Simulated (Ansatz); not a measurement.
CH3AlClFSe: the same geometry under several functionals.

```yaml
crystal:
  periodic: [false, false, false]
  atoms:
    - {symbol: F, position_ang: [-2.417383, 0.074936, 0.615513]}
    - {symbol: Al, position_ang: [-0.854655, 0.601834, 0.582122]}
    - {symbol: C, position_ang: [0.525495, -0.736895, 0.220842]}
    - {symbol: Cl, position_ang: [0.128713, -2.447379, 0.257387]}
    - {symbol: Se, position_ang: [0.318850, -0.049216, -1.686905]}
    - {symbol: H, position_ang: [-0.478473, 2.070026, 1.000959]}
    - {symbol: H, position_ang: [1.574021, -0.609380, 0.474995]}
    - {symbol: H, position_ang: [1.295631, 1.038973, -1.520714]}
basis:
  gaussian: {orbitals: def2-TZVPP}
hamiltonian: {xc: {name: B3LYP}, dispersion: d4}
output: {forces: true, orbitals: {seedname: orbitals}}
```

```sh
$ ansatz run in.yaml --threads 4 --pin off --events-out ev --progress --plain --max-ram 10444MiB
```

Shortened log:

```
Functional definition: B3LYP
1528 factors; their error is unknown
mean field evaluation 1: about -88271.2309 eV, gradient 5.9e1 eV
mean field evaluation 2: about -88257.9436 eV, gradient 1.0e2 eV
mean field evaluation 4: about -88277.7301 eV, gradient 4.0e0 eV
mean field evaluation 8: about -88277.7623 eV, gradient 2.4e-1 eV
mean field evaluation 16: about -88278.1220 eV, gradient 3.7e-4 eV
mean field -88278.12197598 eV, -3244.1611455571 hartree, gradient 5.9e-5 eV, S^2 0.000000; 0 other end points of the search recorded, 0 dependent functions left out
reference -88278.12225356 eV, -3244.1611557580 hartree; 41, 41 occupied and 195, 195 virtual orbitals, 1528 factors
Total energy: -88278.51403418 eV, -3244.1755534303 hartree
Atom 0 at    -2.417383     0.074936     0.615513 Å, force    -0.123709    -0.039408     0.002668 eV/Å
Atom 1 at    -0.854655     0.601834     0.582122 Å, force     0.116409     0.176669     0.149025 eV/Å
Atom 2 at     0.525495    -0.736895     0.220842 Å, force     0.190400     0.270368     0.268742 eV/Å
Atom 3 at     0.128713    -2.447379     0.257387 Å, force    -0.081708    -0.399430     0.040121 eV/Å
Atom 4 at     0.318850    -0.049216    -1.686905 Å, force     0.007984     0.069797    -0.407802 eV/Å
Atom 5 at    -0.478473     2.070026     1.000959 Å, force    -0.037793    -0.107896    -0.024286 eV/Å
Atom 6 at     1.574021    -0.609380     0.474995 Å, force    -0.107990    -0.007526    -0.009330 eV/Å
Atom 7 at     1.295631     1.038973    -1.520714 Å, force     0.036407     0.037424    -0.019139 eV/Å
Dipole moment:     0.582419     0.252923    -0.136800 e Å
```

It took 7 s on 4 threads of an Arm Neoverse V1 on a shared host, with 0.81 GiB of host memory at the peak.

The same input with `hamiltonian: {xc: pbe, dispersion: d4}` (abridged; 3.1 s):

```
Functional definition: PBE
mean field evaluation 16: about -88253.4751 eV, gradient 2.7e-4 eV
mean field -88253.47513362 eV, -3243.2553908067 hartree, gradient 5.4e-5 eV, S^2 0.000000
Total energy: -88253.71354330 eV, -3243.2641522007 hartree
Atom 0 force    -0.494489    -0.158783     0.013251 eV/Å
Atom 1 force     0.312139     0.185874     0.033497 eV/Å
Atom 2 force     0.003684     0.040869     0.214946 eV/Å
Atom 3 force    -0.069880    -0.336798     0.024803 eV/Å
Atom 4 force    -0.187816    -0.077757    -0.407498 eV/Å
Atom 5 force     0.026802     0.114663     0.034544 eV/Å
Atom 6 force     0.228390     0.032115     0.056606 eV/Å
Atom 7 force     0.181170     0.199816     0.029851 eV/Å
Dipole moment:     0.574292     0.225580    -0.149796 e Å
```

The same input with `hamiltonian: {xc: lda}` and no forces (abridged; 1.6 s):

```
Functional definition: SPW92
mean field evaluation 16: about -88086.7030 eV, gradient 2.3e-4 eV
mean field -88086.70298302 eV, -3237.1266273142 hartree, gradient 4.2e-5 eV, S^2 0.000000
Total energy: -88086.70302370 eV, -3237.1266288093 hartree
```

With the line `hamiltonian: {xc: {name: r2SCANh}, dispersion: d4}` and no forces (abridged; 9 s):

```
Functional definition: r2SCANh
mean field evaluation 16: about -88272.1930 eV, gradient 4.7e-4 eV
mean field -88272.19303016 eV, -3243.9432608170 hartree, gradient 6.5e-5 eV, S^2 0.000000
Total energy: -88272.25183637 eV, -3243.9454219055 hartree
```

The same input with `hamiltonian: {xc: {name: CAM-B3LYP}, dispersion: d4}` and no forces (abridged; 6 s):

```
Functional definition: CAM-B3LYP
mean field evaluation 16: about -88278.7471 eV, gradient 1.8e-4 eV
mean field -88278.74714688 eV, -3244.1841201638 hartree, gradient 1.7e-5 eV, S^2 0.000000
Total energy: -88278.95767551 eV, -3244.1918569482 hartree
```

Changing it to `hamiltonian: {xc: {name: B97M-V}}` and no forces (abridged; 13 s):

```
Functional definition: B97M-V
mean field evaluation 16: about -88258.4883 eV, gradient 8.0e-4 eV
mean field -88258.48825511 eV, -3243.4396196233 hartree, gradient 2.8e-5 eV, S^2 0.000000
Total energy: -88258.48831771 eV, -3243.4396219240 hartree
```

B3LYP takes the VWN-RPA correlation (the form of Gaussian; ORCA's B3LYP/G).
